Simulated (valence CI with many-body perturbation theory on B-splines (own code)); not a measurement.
## Assign the levels of Sr25+

Calculated by valence CI with perturbative core correlation (CI+MBPT): three valence electrons over a frozen Dirac-Fock core [Ne], radial functions for each j: 11 s, 11 p, 10 d, 8 f, 5 g, 2 h, with the one-electron correlation potential Σ1 (screened to all orders), the two-electron term Σ2, the three-electron term Σ3, Breit, model QED; selected single and double excitations, second order for the rest, scaled by the run's own slope (own B-spline code, finite nucleus).

No measured levels were compared; by estimate levels of excited configurations hold to 0.05 to 0.15 % of their energy, terms of the ground configuration to about 0.5 %.

```tsv
No.	J	Parity	E (cm⁻¹)	g
1	1/2	odd	0	0.662
2	3/2	odd	126460	1.331
3	1/2	even	453420	2.570
4	3/2	even	525160	1.713
5	5/2	even	568040	1.499
6	3/2	even	651690	0.846
10	3/2	even	862590	1.258
11	3/2	even	933890	0.840
12	5/2	even	949530	1.199
16	3/2	odd	1259300	0.638
17	5/2	odd	1282400	1.054
18	7/2	odd	1320200	1.251
19	1/2	odd	1343500	0.654
22	1/2	odd	1358400	0.269
```

Energies count from the lowest level. Strongly mixed levels and levels close to another of their J and parity are left out, so the numbers can have gaps.

Question: Give configuration and LS term of each level.

Answer: 1: 3s²3p ²P°; 2: 3s²3p ²P°; 3: 3s3p² ⁴P; 4: 3s3p² ⁴P; 5: 3s3p² ⁴P; 6: 3s3p² ²D; 10: 3s3p² ²P; 11: 3s²3d ²D; 12: 3s²3d ²D; 16: 3s3p3d ⁴F°; 17: 3s3p3d ⁴F°; 18: 3s3p3d ⁴F°; 19: 3p³ ²P°; 22: 3s3p3d ⁴D°.
